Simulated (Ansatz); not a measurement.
```xyz
7

S     0.0559    0.0463   -0.0247
F     1.5533   -0.0352   -0.0220
F    -1.5467   -0.0365    0.0405
F    -0.0420    1.5964    0.0355
F    -0.0464   -1.6149    0.0045
F     0.0243    0.0330    1.5588
F     0.0477    0.0092   -1.6494
```

Basis set: STO-3G (spherical functions). Correlated methods keep 11 orbitals frozen. Charge 0, multiplicity 1.

Computed with Ansatz (development build ahead of 0.2.0); each method stands on the lowest determinant of its kind that the runs found. Restricted open shells among the atoms or ions are ROHF, correlated in semicanonical orbitals with singles.

The atomization energy at this shape (free ground-state atoms in the same class of orbitals less the molecule, no zero-point energy) of singlet SF₆:

```csv
method,atomization energy
RHF,-4.19 eV
```

**Question.** What does RHF-MP2 give?

**Answer.** -0.42 eV. Caution: the shape is not the minimum. Caution for RHF: the molecule lies well above its atoms at this level.

This basis has no polarisation functions and is too small for such energies, which can lie far from measured ones in either direction.
